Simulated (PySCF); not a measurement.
C2H7BeNSe, SMILES C[N](C)[Be][SeH].

Coordinates come from a ωB97X-D3(BJ)/def2-SVP optimisation. The structure was generated by enumeration; whether it is a known compound was not checked. Other conformers were not sampled.

Two levels are set side by side: TDDFT-PBE/def2-SVPD (PySCF) and TDDFT-ωB97X/def2-SVPD (PySCF). Vertical, same geometry. The lowest singlet is HOMO→LUMO 90 % with PBE and HOMO−1→LUMO 64 %, HOMO−1→LUMO+4 20 %, HOMO−1→LUMO+1 10 % with the other functional; states are paired by order. Differences are taken from unrounded values.

| quantity | TDDFT-PBE |
|---|---|
| lowest singlet excitation (eV) | 4.41 |
| lowest triplet excitation (TDA) (eV) | 4.07 |
| first bright state (f over 0.05) (eV) | 5.03 |
| its oscillator strength | 0.07 |

These are the TDDFT-PBE values. What does TDDFT-ωB97X give? (An estimate is asked for; the answer gives what the named calculation found.)


| quantity | TDDFT-ωB97X | TDDFT-PBE minus TDDFT-ωB97X |
|---|---|---|
| lowest singlet excitation (eV) | 5.53 | -1.11 |
| lowest triplet excitation (TDA) (eV) | 5.17 | -1.10 |
| first bright state (f over 0.05) (eV) | 6.24 | -1.20 |
| its oscillator strength | 0.08 | -0.01 |

A lower first singlet is the usual sign of a functional without exact exchange. Differences between two approximate levels are no errors against the true value.

Rough cost on one machine, each run with all the roots and properties that it gave: TDDFT-ωB97X against TDDFT-PBE about 10 times.
